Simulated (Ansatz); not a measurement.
Reactions of C3H10Si2, SMILES `[SiH3]CC1C[SiH2]1`.

Program: Ansatz. Geometries: PBE0-D4/def2-TZVP. ΔE: electronic, gas phase. CBS: MP2 limit from def2 TZ/QZ plus the TZ coupled-cluster correction, frozen cores. This one scheme is used for every species, atoms too. Functionals use def2-TZVPP. Open shells (•) are unrestricted, without spin–orbit coupling. Spin–orbit coupling would lower the free atoms: a little for C, Si. For Ga, Se outer-core shells are correlated without core-valence functions, so the limit isn't a true one: a few kJ/mol of doubt a bond, and 10 to 20 or more in all where bonds break to atoms. Scalar relativity is left out up to krypton. Each species was taken in one conformer, which may not be the lowest.

```csv
reaction,ωB97X-V (kJ/mol),r2SCAN-D4 (kJ/mol),B2PLYP (kJ/mol),CCSD/CBS(def2) (kJ/mol)
`[SiH3]CC1C[SiH2]1` + `C[NH][AlH][OH]` → `C[NH][AlH][O][SiH3]` + `CC1C[SiH2]1`,-121,-120,-127,-124
`[SiH3]CC1C[SiH2]1` + H₂Se → `[SeH]C1C[SiH2]1` + `C[SiH3]`,-7,-8,-12,-9
`[SiH3]CC1C[SiH2]1` → `[SiH3]C[SiH]1CC1`,-53,-56,-53,-54
`[SiH3]CC1C[SiH2]1` → 3 C• + 10 H• + 2 Si•,5337,5322,5243,5247
`[SiH3]CC1C[SiH2]1` + `C[O][Ga]([OH])[SH]` → `C[O][Ga]([SH])[O][SiH3]` + `CC1C[SiH2]1`,-107,-105,-112,-110
`[SiH3]CC1C[SiH2]1` → `C[SiH2]/C=C/[SiH3]`,-73,-74,-90,-86
```

Task: Give the CCSD(T)/CBS values in the same order. (Best estimate.)

Result: Ansatz gave: -120, -9, -53, 5309, -106, -83 kJ/mol.

Largest T1 diagnostic: 0.014, for `C[O][Ga]([OH])[SH]`.
